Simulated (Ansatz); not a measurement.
Ansatz (a first-principles code) input (HF/6-31G*):

Ansatz 0.2 input:
```yaml
crystal:
  periodic: [false, false, false]
  atoms:
    - {symbol: Si, position_ang: [0.08921426, -0.47742425, 0.00416359]}
    - {symbol: O, position_ang: [-0.20712524, 1.10841711, -0.00966645]}
    - {symbol: H, position_ang: [-1.08281601, -1.33231893, -0.00861745]}
    - {symbol: H, position_ang: [1.49081827, -0.85107836, 0.02765875]}
basis:
  gaussian:
    orbitals: 6-31G*
hamiltonian:
  xc: {name: HF}
total_charge: 1
magnetization: {spin_polarized: true, initial_magnetization: 1}
phonons: {temperatures: {t_min: 298.15, t_max: 298.15, t_step: 100}}
```

Output:

```
WARN ansatz: RAYON_NUM_THREADS=1 ignored (pool sized by the plan → 1); use --threads N
Functional definition: HF
integrals: 0.00 GiB planned
378 factors; integrals over basis functions are off by at most 3.6e-4 eV
mean field: 0.07 GiB planned
mean field evaluation 1: about -9902.2245 eV, gradient 5.6e1 eV
mean field evaluation 2: about -9902.2555 eV, gradient 5.6e1 eV
mean field evaluation 4: about -9918.9536 eV, gradient 8.0e0 eV
mean field evaluation 8: about -9921.2723 eV, gradient 7.8e-1 eV
mean field evaluation 16: about -9918.8459 eV, gradient 1.4e1 eV
mean field evaluation 32: about -9920.6617 eV, gradient 5.5e-1 eV
mean field evaluation 64: about -9908.8712 eV, gradient 1.2e1 eV
mean field evaluation 96: about -9916.2195 eV, gradient 1.9e0 eV
mean field evaluation 128: about -9914.1601 eV, gradient 5.2e0 eV
mean field evaluation 160: about -9916.8923 eV, gradient 1.2e1 eV
mean field -9921.29346845 eV, -364.6008100715 hartree, gradient 2.3e-5 eV, S^2 0.760254; 5 other end points of the search recorded, 0 dependent functions left out
the calculation of the forces begins
reference -9921.29346845 eV, -364.6008100715 hartree; 12, 11 occupied and 26, 27 virtual orbitals, 378 factors
these checks for a lower state are left out or cut short: stability, starts, cluster_reference, orbital_swaps, neighbouring_geometries, increment
integrals: 0.00 GiB planned
378 factors; integrals over basis functions are off by at most 3.7e-4 eV
mean field: 0.07 GiB planned
mean field -9921.29336245 eV, -364.6008061759 hartree, gradient 2.1e-6 eV, S^2 0.760274; 0 other end points of the search recorded, 0 dependent functions left out
the calculation of the forces begins
reference -9921.29336245 eV, -364.6008061759 hartree; 12, 11 occupied and 26, 27 virtual orbitals, 378 factors
these checks for a lower state are left out or cut short: stability, starts, cluster_reference, orbital_swaps, neighbouring_geometries, increment
integrals: 0.00 GiB planned
378 factors; integrals over basis functions are off by at most 3.7e-4 eV
mean field: 0.07 GiB planned
mean field -9921.29336016 eV, -364.6008060916 hartree, gradient 1.9e-6 eV, S^2 0.760235; 0 other end points of the search recorded, 0 dependent functions left out
the calculation of the forces begins
reference -9921.29336016 eV, -364.6008060916 hartree; 12, 11 occupied and 26, 27 virtual orbitals, 378 factors
these checks for a lower state are left out or cut short: stability, starts, cluster_reference, orbital_swaps, neighbouring_geometries, increment
integrals: 0.00 GiB planned
378 factors; integrals over basis functions are off by at most 3.6e-4 eV
mean field: 0.07 GiB planned
mean field -9921.29342222 eV, -364.6008083724 hartree, gradient 1.6e-6 eV, S^2 0.760237; 0 other end points of the search recorded, 0 dependent functions left out
the calculation of the forces begins
reference -9921.29342222 eV, -364.6008083724 hartree; 12, 11 occupied and 26, 27 virtual orbitals, 378 factors
these checks for a lower state are left out or cut short: stability, starts, cluster_reference, orbital_swaps, neighbouring_geometries, increment
integrals: 0.00 GiB planned
378 factors; integrals over basis functions are off by at most 3.6e-4 eV
mean field: 0.07 GiB planned
mean field evaluation 192: about -9921.2554 eV, gradient 1.8e-1 eV
mean field -9921.29342545 eV, -364.6008084912 hartree, gradient 1.5e-6 eV, S^2 0.760271; 0 other end points of the search recorded, 0 dependent functions left out
the calculation of the forces begins
reference -9921.29342545 eV, -364.6008084912 hartree; 12, 11 occupied and 26, 27 virtual orbitals, 378 factors
these checks for a lower state are left out or cut short: stability, starts, cluster_reference, orbital_swaps, neighbouring_geometries, increment
integrals: 0.00 GiB planned
378 factors; integrals over basis functions are off by at most 3.6e-4 eV
mean field: 0.07 GiB planned
mean field -9921.29341755 eV, -364.6008082006 hartree, gradient 2.8e-6 eV, S^2 0.760248; 0 other end points of the search recorded, 0 dependent functions left out
the calculation of the forces begins
reference -9921.29341755 eV, -364.6008082006 hartree; 12, 11 occupied and 26, 27 virtual orbitals, 378 factors
these checks for a lower state are left out or cut short: stability, starts, cluster_reference, orbital_swaps, neighbouring_geometries, increment
integrals: 0.00 GiB planned
378 factors; integrals over basis functions are off by at most 3.7e-4 eV
mean field: 0.07 GiB planned
mean field -9921.29341937 eV, -364.6008082676 hartree, gradient 2.1e-6 eV, S^2 0.760260; 0 other end points of the search recorded, 0 dependent functions left out
the calculation of the forces begins
reference -9921.29341937 eV, -364.6008082676 hartree; 12, 11 occupied and 26, 27 virtual orbitals, 378 factors
these checks for a lower state are left out or cut short: stability, starts, cluster_reference, orbital_swaps, neighbouring_geometries, increment
integrals: 0.00 GiB planned
378 factors; integrals over basis functions are off by at most 3.6e-4 eV
mean field: 0.07 GiB planned
mean field -9921.29345171 eV, -364.6008094562 hartree, gradient 2.7e-6 eV, S^2 0.760255; 0 other end points of the search recorded, 0 dependent functions left out
the calculation of the forces begins
reference -9921.29345171 eV, -364.6008094562 hartree; 12, 11 occupied and 26, 27 virtual orbitals, 378 factors
these checks for a lower state are left out or cut short: stability, starts, cluster_reference, orbital_swaps, neighbouring_geometries, increment
integrals: 0.00 GiB planned
378 factors; integrals over basis functions are off by at most 3.6e-4 eV
mean field: 0.07 GiB planned
mean field -9921.29345234 eV, -364.6008094792 hartree, gradient 2.7e-6 eV, S^2 0.760253; 0 other end points of the search recorded, 0 dependent functions left out
the calculation of the forces begins
reference -9921.29345234 eV, -364.6008094792 hartree; 12, 11 occupied and 26, 27 virtual orbitals, 378 factors
Total energy: -9921.29346845 eV, -364.6008100715 hartree
Atom 0 at     0.089214    -0.477424     0.004164 Å, force     0.000155    -0.000830     0.000007 eV/Å
Atom 1 at    -0.207125     1.108417    -0.009666 Å, force    -0.000201     0.001075    -0.000009 eV/Å
Atom 2 at    -1.082816    -1.332319    -0.008617 Å, force    -0.000320    -0.000187    -0.000004 eV/Å
Atom 3 at     1.490818    -0.851078     0.027659 Å, force     0.000366    -0.000059     0.000006 eV/Å
Dipole moment:     0.146573    -0.784377     0.006841 e Å
Vibrations: 628.10 770.69 935.15 1065.03 2519.60 2585.38 cm⁻¹, zero-point energy 0.527178 eV
```

The blocks after the first are displaced geometries, from whose forces the wavenumbers follow.

The dipole moment of an ion depends on the origin.
